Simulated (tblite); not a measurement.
diphosphane (H4P2), singlet, at a GFN2-xTB geometry; GFN1-xTB with ALPB(water) in tblite 0.6.0.

Input for tblite:
```
$ tblite run mol.xyz --method gfn1 --charge 0 --spin 0 --alpb water --json tblite.json --no-restart

# file mol.xyz
6

P     -0.96539623    -0.47513455    -0.03279552
P      0.96539623     0.47513455     0.03279552
H     -1.49020664     0.30760915     0.99617880
H     -1.46238425     0.38946218    -1.00869367
H      1.46238425    -0.38946218     1.00869367
H      1.49020664    -0.30760915    -0.99617880
```

The log (banner, timings and long lists left out):

```
xTB calculator
 | screened Coulomb repulsion
 | Coulomb electrostatics
 |  * isotropic Klopman-Ohno-Mataga-Nishimoto electrostatics
 |  * onsite third-order electrostatics
 | DFT-D3(BJ) dispersion correction
 | Interactions (3)
 | [1] alpb/gbsa reaction field model
 | [2] cds contribution to solvation
 | [3] empirical free energy shift and standard state/solvent correction

halogen bonding energy    0.0000000000000E+00 Eh
repulsion energy          4.5004962517598E-02 Eh
dispersion energy        -1.6738851223916E-03 Eh
interaction energy       -1.5421610061195E-04 Eh
number of electrons       1.4000000000000E+01 e
integral cutoff           2.3778036236194E+01 bohr

------------------------------------------------------------
  cycle        total energy    energy error   density error
------------------------------------------------------------
      1     -7.430412738066  -7.4735896E+00   1.2016130E-01
      2     -7.430532290633  -1.1955257E-04   6.9914346E-02
      3     -7.430532158099   1.3253416E-07   4.3558887E-03
      4     -7.430533725009  -1.5669102E-06   3.4340452E-04
      5     -7.430533722997   2.0116655E-09   4.9599373E-05
      6     -7.430533725071  -2.0736106E-09   2.5608439E-07
------------------------------------------------------------

electronic energy        -7.4737105863655E+00 Eh
total energy             -7.4305337250709E+00 Eh

Post processing:
 | Mayer-Wiberg bond orders

[Info] JSON dump of results written to 'tblite.json'
```
